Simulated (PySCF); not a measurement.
C₂H₈GaP.

```xyz
12

Ga    -0.2081     0.0162    -0.2514
C     -1.6422    -1.3451    -0.4291
H     -1.8159    -1.5988    -1.4873
H     -2.5837    -0.9224    -0.0362
H     -1.4241    -2.2669     0.1300
C     -0.0790     1.5568    -1.4976
H      0.5495     1.2667    -2.3579
H      0.3906     2.4326    -1.0245
H     -1.0668     1.8445    -1.8909
P      1.2533    -0.0910     1.5812
H      2.4100     0.3241     0.8521
H      1.5196    -1.4889     1.4517
```
Charge 0, spin multiplicity 1.

Geometry optimised at B3LYP-D3(BJ)/def2-SVP. The structure was generated by enumeration; whether it is a known compound was not checked. One conformer was computed; it need not be the lowest.

Computed with KT2/pcSseg-1 (PySCF). Non-relativistic, no solvent.

Computed absolute GIAO shielding of each atom: isotropic value and principal components (ppm):
| atom | σ(iso) | σ11 | σ22 | σ33 | span |
|---|---|---|---|---|---|
| Ga1 | 920.9 | 723.2 | 801.5 | 1238.1 | 514.9 |
| C2 | 177.1 | 157.8 | 182.5 | 191.1 | 33.3 |
| H3 | 30.6 | 26.2 | 28.2 | 37.5 | 11.3 |
| H4 | 30.9 | 27.1 | 27.7 | 38.0 | 11.0 |
| H5 | 30.5 | 25.7 | 29.0 | 36.7 | 11.0 |
| C6 | 177.8 | 157.5 | 182.3 | 193.4 | 35.9 |
| H7 | 31.0 | 27.4 | 27.8 | 38.0 | 10.6 |
| H8 | 30.5 | 25.8 | 28.9 | 36.7 | 10.9 |
| H9 | 30.6 | 25.9 | 28.2 | 37.7 | 11.8 |
| P10 | 566.1 | 528.9 | 544.0 | 625.3 | 96.5 |
| H11 | 29.3 | 24.5 | 26.9 | 36.5 | 12.0 |
| H12 | 29.4 | 24.5 | 26.8 | 36.8 | 12.2 |
